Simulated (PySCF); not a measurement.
C3F3, SMILES [C]#CC(F)(F)F, multiplicity 2. Geometry optimised at PBE-D3(BJ)/def2-SVP. The isomer is the one that the SMILES or the coordinates give; other isomers of the formula were not compared.

Computed equilibrium geometry at PBE-D3(BJ)/def2-SVP (PySCF confirms it by a frequency run) as Cartesian coordinates in Å, and its point group:
point group C3v.
```xyz
6

C      0.0000     0.0000     2.4305
C      0.0000     0.0000     1.2069
C      0.0000     0.0000    -0.2690
F      1.0916     0.6302    -0.7485
F      0.0000    -1.2605    -0.7485
F     -1.0916     0.6302    -0.7485
```
Charge 0, spin multiplicity 2.
